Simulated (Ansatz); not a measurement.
System: MoO$_{3}$, charge 0, multiplicity 1. SMILES: [O]=[Mo](=[O])=[O]
Geometry: optimised at B3LYP-D3(BJ)/def2-TZVP (Ansatz, an electronic-structure program).

Wanted: vertical electron affinity (to the doublet state of charge -1; a negative value means that the extra electron is unbound and the number depends on the basis; each state is the SCF solution reached for its spin; the molecule has degenerate orbitals, so one determinant may break the symmetry; for the singlet the Hartree-Fock reference is unstable and T1 is 0.034), in eV. Valence correlation only, unless marked. UHF or UKS for open shells. No spin-orbit coupling. Frozen are the shells of the preceding noble gas and the d and f shells that filled before the atom's block. In def2 rows, elements after Kr have scalar-relativistic effective core potentials. Anions need diffuse functions: def2-D sets add few. Basis-set limits of correlation are two-point, X^-3; Hartree-Fock from the larger set.

```
level                                program  vertical electron affinity (eV)
-----------------------------------  -------  -------------------------------
r2SCAN/def2-TZVPD                     Ansatz                             2.91
B3LYP/def2-TZVPD                      Ansatz                             3.05
wB97X/def2-TZVPD                      Ansatz                             3.02
RI-MP2/CBS(def2-TZVPPD,def2-QZVPPD)   Ansatz                             2.19
SCS-MP2/def2-SVPD                     Ansatz                             2.09
CCSD/def2-SVPD                        Ansatz                             3.03
```
